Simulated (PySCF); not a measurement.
PySCF input (BP86/def2-SVP):

```python
from pyscf import gto, dft

mol = gto.M(
    atom='''
    N     1.81268000    1.38735800    0.21559400
    C     1.51129200    0.20440800   -0.59614600
    Ge    0.01007900   -0.80741900    0.20802100
    C    -1.51923000    0.43154400    0.43230100
    N    -1.84332600    1.06767300   -0.84810100
    H     2.59485500    1.90762800   -0.16489200
    H     1.02484700    2.02199500    0.25670400
    H     1.27412100    0.41500400   -1.64793500
    H     2.38302000   -0.45210700   -0.59459900
    H     0.42997300   -1.36324700    1.58380000
    H    -0.38838400   -1.96840900   -0.72544100
    H    -2.37532700   -0.16421500    0.75338600
    H    -1.29340200    1.12956900    1.24999600
    H    -1.07033100    1.62171000   -1.19545800
    H    -2.63974500    1.68854600   -0.76161700
    ''',
    basis='def2-svp',
    charge=0,
    spin=0,
    verbose=4,
)

mf = dft.RKS(mol, xc='bp86').density_fit(auxbasis='def2-universal-jkfit')
mf.grids.level = 3
mf.conv_tol = 1e-9
mf.max_cycle = 100
mf.max_memory = 1500
mf.kernel()
if not mf.converged:
    mf = mf.newton()
    mf.kernel(mf.make_rdm1())
mf.dip_moment()
```

Output:

```
PySCF version 2.14.0

[INPUT] verbose = 4
[INPUT] num. atoms = 15
[INPUT] num. electrons = 68
[INPUT] charge = 0
[INPUT] spin (= nelec alpha-beta = 2S) = 0
[INPUT] symmetry False subgroup None
[INPUT] Mole.unit = angstrom
[INPUT] Symbol           X                Y                Z      unit          X                Y                Z       unit  Magmom
[INPUT]  1 N      1.812680000000   1.387358000000   0.215594000000 AA    3.425468751477   2.621726656724   0.407413614099 Bohr   0.0
[INPUT]  2 C      1.511292000000   0.204408000000  -0.596146000000 AA    2.855927974246   0.386275137670  -1.126552670255 Bohr   0.0
[INPUT]  3 Ge     0.010079000000  -0.807419000000   0.208021000000 AA    0.019046549609  -1.525800777770   0.393102718158 Bohr   0.0
[INPUT]  4 C     -1.519230000000   0.431544000000   0.432301000000 AA   -2.870928620223   0.815499970699   0.816930493376 Bohr   0.0
[INPUT]  5 N     -1.843326000000   1.067673000000  -0.848101000000 AA   -3.483381298290   2.017609560593  -1.602678615970 Bohr   0.0
[INPUT]  6 H      2.594855000000   1.907628000000  -0.164892000000 AA    4.903565282958   3.604894467552  -0.311600720132 Bohr   0.0
[INPUT]  7 H      1.024847000000   2.021995000000   0.256704000000 AA    1.936680149582   3.821016775240   0.485100255080 Bohr   0.0
[INPUT]  8 H      1.274121000000   0.415004000000  -1.647935000000 AA    2.407739739557   0.784243900599  -3.114145821085 Bohr   0.0
[INPUT]  9 H      2.383020000000  -0.452107000000  -0.594599000000 AA    4.503255149361  -0.854358408999  -1.123629263940 Bohr   0.0
[INPUT] 10 H      0.429973000000  -1.363247000000   1.583800000000 AA    0.812531210958  -2.576163470135   2.992948236086 Bohr   0.0
[INPUT] 11 H     -0.388384000000  -1.968409000000  -0.725441000000 AA   -0.733939391163  -3.719753911129  -1.370884809531 Bohr   0.0
[INPUT] 12 H     -2.375327000000  -0.164215000000   0.753386000000 AA   -4.488717486285  -0.310321375545   1.423693206082 Bohr   0.0
[INPUT] 13 H     -1.293402000000   1.129569000000   1.249996000000 AA   -2.444175548965   2.134576048799   2.362150096802 Bohr   0.0
[INPUT] 14 H     -1.070331000000   1.621710000000  -1.195458000000 AA   -2.022632452632   3.064587753468  -2.259088213420 Bohr   0.0
[INPUT] 15 H     -2.639745000000   1.688546000000  -0.761617000000 AA   -4.988395088690   3.190889488730  -1.439247541813 Bohr   0.0

nuclear repulsion = 380.780865752127
number of shells = 66
number of NR pGTOs = 240
number of NR cGTOs = 138
basis = def2-svp
ecp = {}

******** <class 'pyscf.df.df_jk.DFRKS'> ********
method = DFRKS
initial guess = minao
damping factor = 0
level_shift factor = 0
DIIS = <class 'pyscf.scf.diis.CDIIS'>
diis_start_cycle = 1
diis_space = 8
diis_damp = 0
SCF conv_tol = 1e-09
SCF conv_tol_grad = None
SCF max_cycles = 100
direct_scf = False
XC library pyscf.dft.libxc version 7.1.2
    S. Lehtola, C. Steigemann, M. J. T. Oliveira, and M. A. L. Marques,  SoftwareX 7, 1–5 (2018)
XC functionals = bp86
    A. D. Becke,  Phys. Rev. A 38, 3098 (1988)
    J. P. Perdew,  Phys. Rev. B 33, 8822 (1986)
    J. P. Perdew,  Phys. Rev. B 34, 7406–7406 (1986)
radial grids:
    Treutler-Ahlrichs [JCP 102, 346 (1995); DOI:10.1063/1.469408] (M4) radial grids

becke partition: Becke, JCP 88, 2547 (1988); DOI:10.1063/1.454033
pruning grids: <function nwchem_prune>
grids dens level: 3
symmetrized grids: False
atomic radii adjust function: <function treutler_atomic_radii_adjust>
small_rho_cutoff = 0
Set gradient conv threshold to 3.16228e-05
Initial guess from minao.
tot grids = 174760
init E= -2268.06139599168
  HOMO = -0.288109353153012  LUMO = -0.033190678512236  gap/eV = 6.93669
cycle= 1 E= -2268.45595838712  delta_E= -0.395  |g|= 0.769  |ddm|= 3.78
  HOMO = -0.0846344092448299  LUMO = 0.0388553997152727  gap/eV = 3.36033
cycle= 2 E= -2268.25988471707  delta_E= 0.196  |g|= 1.22  |ddm|=  2.1
  HOMO = -0.194046265376849  LUMO = 0.00357978204102283  gap/eV = 5.37768
cycle= 3 E= -2268.56455591585  delta_E= -0.305  |g|= 0.121  |ddm|= 1.54
  HOMO = -0.183154769826083  LUMO = 0.00931182238733053  gap/eV = 5.23728
cycle= 4 E= -2268.56806908686  delta_E= -0.00351  |g|= 0.0305  |ddm|= 0.171
  HOMO = -0.186211317161271  LUMO = 0.00782938131485  gap/eV = 5.28012
cycle= 5 E= -2268.56819599943  delta_E= -0.000127  |g|= 0.00929  |ddm|= 0.0302
  HOMO = -0.186014673551532  LUMO = 0.00757604292684944  gap/eV = 5.26787
cycle= 6 E= -2268.56821431913  delta_E= -1.83e-05  |g|= 0.0024  |ddm|= 0.0134
  HOMO = -0.186016929217792  LUMO = 0.00764597615793461  gap/eV = 5.26984
cycle= 7 E= -2268.5682159317  delta_E= -1.61e-06  |g|= 0.000703  |ddm|= 0.00292
  HOMO = -0.186026181835748  LUMO = 0.00762882645388085  gap/eV = 5.26962
cycle= 8 E= -2268.56821600903  delta_E= -7.73e-08  |g|= 0.000118  |ddm|= 0.000853
  HOMO = -0.1860318886774  LUMO = 0.007625038836784  gap/eV = 5.26967
cycle= 9 E= -2268.56821601276  delta_E= -3.73e-09  |g|= 1.53e-05  |ddm|= 0.000182
  HOMO = -0.186033588099622  LUMO = 0.00762435072085843  gap/eV = 5.26970
cycle= 10 E= -2268.56821601282  delta_E= -6.18e-11  |g|= 2.85e-06  |ddm|= 2.24e-05
  HOMO = -0.186033841793142  LUMO = 0.00762390785958056  gap/eV = 5.26970
Extra cycle  E= -2268.56821601281  delta_E= 1.14e-11  |g|= 2.62e-06  |ddm|= 7.4e-06
converged SCF energy = -2268.56821601281
Dipole moment(X, Y, Z, Debye): -0.02769,  2.22602, -0.57343
```

The geometry given is a B3LYP-D3(BJ)/def2-TZVP minimum.
